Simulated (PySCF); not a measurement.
Bi(Me)(OH)2 (CH5BiO2), SMILES [CH3][Bi]([OH])[OH].

Coordinates come from a B3LYP-D3(BJ)/def2-SVP optimisation. The structure was generated by enumeration; whether it is a known compound was not checked. The def2 effective core potentials stand for the cores of Bi; spin–orbit coupling is left out. Other conformers were not sampled.

These are PySCF with C-PCM-M06-2X/def2-SVP values and carry that method's errors.

The values are the electrostatic part of the solvation free energy, E(continuum) − E(gas) at the gas-phase geometry, in a cavity of scaled van der Waals radii (PySCF's table); cavitation and dispersion terms are not included. A continuum can't describe solvent molecules that bind to the metal. In vacuum the orbital gap is 9.16 eV. The dipole moment in vacuum is 2.98 D.

Task: Estimate the values in water (ε = 78.36), 1-octanol (ε = 9.86), benzene (ε = 2.27). (An estimate is asked for; the answer gives what the named calculation found.)

Result: 
```tsv
solvent	ε	ΔG(elec) (kcal/mol)	dipole (D)	gap (eV)
water	78.36	-11.6	3.85	9.13
1-octanol	9.86	-10.4	3.75	9.14
benzene	2.27	-6.2	3.41	9.16
```
